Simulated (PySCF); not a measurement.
W(O)(NH)(Me)(SH) (CH5NOSW), SMILES [NH]=[W]([CH3])(=[O])[SH], multiplicity 1.

Coordinates come from a B3LYP-D3(BJ)/def2-SVP optimisation. The spin state was assumed, not searched. The structure was generated by enumeration; whether it is a known compound was not checked. The def2 effective core potentials stand for the cores of W; spin–orbit coupling is left out. The values are those of a single conformer.

The numbers are results of TDA-LC-ωPBE/def2-SVPD (PySCF), not measurements.

Vertical excitations. The molecule is in vacuum.

```
state  energy (eV)  λ (nm)      f                                                                  main pairs
-----  -----------  ------  -----  --------------------------------------------------------------------------
S1            4.61     269  0.014                                            HOMO→LUMO 49 %, HOMO−1→LUMO 42 %
S2            4.94     251  0.007                                          HOMO−2→LUMO 55 %, HOMO−1→LUMO 22 %
S3            5.14     241  0.003                                        HOMO−2→LUMO+1 58 %, HOMO→LUMO+1 28 %
S4            5.39     230  0.084                          HOMO→LUMO 31 %, HOMO−1→LUMO 26 %, HOMO−2→LUMO 24 %
S5            5.78     215  0.004                                          HOMO−4→LUMO 44 %, HOMO−3→LUMO 42 %
S6            5.96     208  0.007                     HOMO−1→LUMO+1 49 %, HOMO→LUMO+2 13 %, HOMO−2→LUMO+2 9 %
S7            6.02     206  0.007                                        HOMO→LUMO+1 49 %, HOMO−2→LUMO+1 29 %
S8            6.41     193  0.019    HOMO−4→LUMO 30 %, HOMO−3→LUMO 24 %, HOMO−1→LUMO+1 8 %, HOMO−4→LUMO+1 7 %
S9            6.46     192  0.026  HOMO→LUMO+2 25 %, HOMO−2→LUMO+2 17 %, HOMO−1→LUMO+1 9 %, HOMO−1→LUMO+2 7 %
S10           6.57     189  0.012   HOMO−2→LUMO+2 22 %, HOMO→LUMO+2 11 %, HOMO−1→LUMO+2 10 %, HOMO→LUMO+3 6 %
T1            4.13     300      0                                            HOMO→LUMO 65 %, HOMO−2→LUMO 21 %
T2            4.24     292      0       HOMO−2→LUMO 29 %, HOMO−1→LUMO 19 %, HOMO→LUMO 17 %, HOMO−2→LUMO+1 8 %
T3            4.46     278      0       HOMO−1→LUMO 48 %, HOMO→LUMO+1 17 %, HOMO−1→LUMO+1 12 %, HOMO→LUMO 8 %
T4            4.51     275      0    HOMO−2→LUMO 23 %, HOMO−1→LUMO 18 %, HOMO−1→LUMO+1 18 %, HOMO→LUMO+1 18 %
```
Triplets are in the Tamm–Dancoff approximation.
